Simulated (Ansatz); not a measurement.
`Cl[SiH2][SiH](Cl)Cl` + CH₃SH → `CS[SiH](Cl)Cl` + `[SiH3]Cl` at 500 K and 1 bar (cleavage of the Si–Si bond).

Isolated molecules relaxed with PBE0-D4/def2-TZVP in Ansatz; ΔE leaves out vibrations. CCSD(T)/CBS is the MP2 limit (def2-TZVPP, def2-QZVPP) plus CCSD(T) − MP2 in def2-TZVPP, frozen cores. This one scheme is used for every species. Each species was taken in one conformer, which may not be the lowest.

| species | CCSD(T)/CBS energy (Eh) | H − E (kJ/mol) | S (J/(mol·K)) |
| --- | --- | --- | --- |
| `Cl[SiH2][SiH](Cl)Cl` | -1959.44429 | 131.7 | 455.4 |
| CH₃SH | -438.22835 | 145.1 | 283.7 |
| `CS[SiH](Cl)Cl` | -1647.00366 | 183.9 | 436.4 |
| `[SiH3]Cl` | -750.69636 | 92.3 | 281.7 |

H − E and S are ideal-gas, rigid-rotor, harmonic terms from PBE0-D4/def2-TZVP, for one conformer and one mirror image of each species. 1 Eh = 2625.50 kJ/mol, R = 8.31446 J/(mol·K).

Task: By hand: ΔE, ΔH, ΔS and ΔG.

Result: ΔE = (-1647.00366) + (-750.69636) − (-1959.44429) − (-438.22835) = -0.02738 Eh = -71.9 kJ/mol. Δ(H − E) = 183.9 + 92.3 − 131.7 − 145.1 = -0.6, so ΔH = -72.5 kJ/mol. ΔS = 436.4 + 281.7 − 455.4 − 283.7 = -21.0 J/(mol·K). ΔG = -72.5 − 500 × (-21.0)/1000 = -62.0 kJ/mol.

Task: By hand: the equilibrium constant, and the temperature at which ΔG would vanish if ΔH and ΔS stayed fixed.

Result: log₁₀ K = −ΔG/(RT ln 10) = 6.5. ΔG = 0 at ΔH/ΔS = 3452 K, far beyond where these terms or the molecules hold.

ΔH outweighs TΔS. A doubt of 5 kJ/mol in ΔE shifts log₁₀ K by 0.5 here. Other conformers and mirror images would add mixing entropy, several J/(mol·K) or more a flexible species. Modes under 60 cm⁻¹, often nearly free rotors, make the harmonic entropy too high. These are equilibria of isolated gas molecules and say nothing of rates. Largest T1 diagnostic: 0.010 (customary marks: 0.02 for closed shells, 0.045 for open ones).
